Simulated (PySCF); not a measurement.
Species: As(OMe)3, C₃H₉AsO₃.
Cartesian coordinates in Å at the PBE0-D3(BJ)/def2-SVP level; atoms count from 1:
```
atom  x, y, z in Å
As1   -0.023   -0.014    0.667
O2     1.434    0.382   -0.272
C3     2.599   -0.374   -0.063
H4     2.862   -0.471    1.008
H5     3.431    0.140   -0.567
H6     2.507   -1.388   -0.489
O7    -1.095    1.102   -0.208
C8    -0.936    2.484   -0.006
H9    -0.945    2.765    1.065
H10   -1.779    2.995   -0.495
H11    0.003    2.853   -0.453
O12   -0.453   -1.453   -0.283
C13   -1.660   -2.115   -0.008
H14   -1.800   -2.322    1.071
H15   -1.646   -3.080   -0.536
H16   -2.532   -1.538   -0.364
```

Method used: TDDFT CAM-B3LYP/def2-SVPD, vertical, gas phase, core orbitals frozen in the response in PySCF 2.14.0, density-fitted response routines. The CAM-B3LYP/def2-SVPD calculation is non-relativistic and has no spin–orbit coupling, an omission that weighs most on arsenic.

Kohn–Sham orbitals with the atoms that hold most of them (Löwdin shares over 4%, at most four atoms; ? is withheld):

```json
{"orbital": "HOMO-3", "ε (eV)": "-10.32", "atoms": "O7 22%, O12 20%, O2 20%, As1 7%"}
{"orbital": "HOMO-2", "ε (eV)": "-9.64", "atoms": "O2 35%, O12 25%, C3 10%, C13 7%"}
{"orbital": "HOMO-1", "ε (eV)": "-9.58", "atoms": "?"}
{"orbital": "HOMO", "ε (eV)": "-8.64", "atoms": "?"}
{"orbital": "LUMO", "ε (eV)": "0.86", "atoms": "As1 39%, O2 13%, O12 10%, O7 9%"}
{"orbital": "LUMO+1", "ε (eV)": "0.88", "atoms": "As1 39%, O7 12%, O12 11%, O2 9%"}
{"orbital": "LUMO+2", "ε (eV)": "1.43", "atoms": "As1 15%, C13 13%, C3 12%, C8 11%"}
```

(1) Give the leading atoms of the HOMO-1.

(2) Which atoms hold the HOMO, and with what shares?

(3) The HOMO–LUMO gap is 9.50 eV. Where does the response calculation put the lowest singlet, and from which orbitals?

## Answers

(1) O7 (bonded to As and C) 38%; O12 (bonded to As and C) 19%; C8 (bonded to O and 3 H) 10%; O2 (bonded to As and C) 8%. By element: oxygen 64%, carbon 10% or more.

(2) As1 (bonded to 3 O) 32%; O7 (bonded to As and C) 19%; O2 (bonded to As and C) 18%; O12 (bonded to As and C) 18%. By element: oxygen 56%, arsenic 32%.

(3) S1 is at 6.25 eV (f = 0.111), 3.25 eV below the gap, made of HOMO→LUMO (89%). 

Next come S2 at 6.27 eV (f 0.115), HOMO→LUMO+1 (89%); S3 at 6.91 eV (f 0.0005), HOMO-1→LUMO+1 (34%), HOMO-1→LUMO (28%), HOMO-2→LUMO (24%); S4 at 7.01 eV (f 0.0055), HOMO-1→LUMO (59%), HOMO-1→LUMO+1 (17%), HOMO-2→LUMO+1 (8%); S5 at 7.06 eV (f 0.012), HOMO-2→LUMO (48%), HOMO-1→LUMO+1 (35%).

One conformer stands for the species.
